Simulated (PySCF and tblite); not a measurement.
Values are calculated unless marked as measured or tabulated.
System: C₇H₇NS, numbered as in [CH2:1]=[CH:2][c:3]1[cH:4][n:5][s:6][c:7]1[CH:8]=[CH2:9].

For the rotation about the C7–C8 bond (torsion C3–C7–C8–C9 from -180° to -27°, rising): electronic barrier 2.81 kcal/mol, zero-point change -0.20 kcal/mol, thermal and entropy terms at 400 K a further 0.73 kcal/mol (symmetry numbers apart). The minimum is Cs, the saddle C1. Level: PBE0/pcSseg-1 + D3(BJ) on GFN2-xTB stationary points, with GFN2-xTB thermal terms. Rate constants are transition-state-theory values, counting equivalent paths, without tunnelling. Programs: tblite and PySCF.

Question: How many equivalent paths lead out of the minimum?

Answer: 2: the symmetry number of the minimum is 1, that of the saddle displaced along its mode 1, and the displaced saddle is chiral while the minimum is not, which doubles the count.

Question: Work out the rate at 400 K.

Answer: ΔG‡ = 3.34 kcal/mol; k_B T/h = 8.3×10¹² s⁻¹; exp(−ΔG‡/RT) = 0.015; times 2 gives k = 2.5×10¹¹ s⁻¹. Wigner's tunnelling factor for the 102i cm⁻¹ mode would be 1.01.
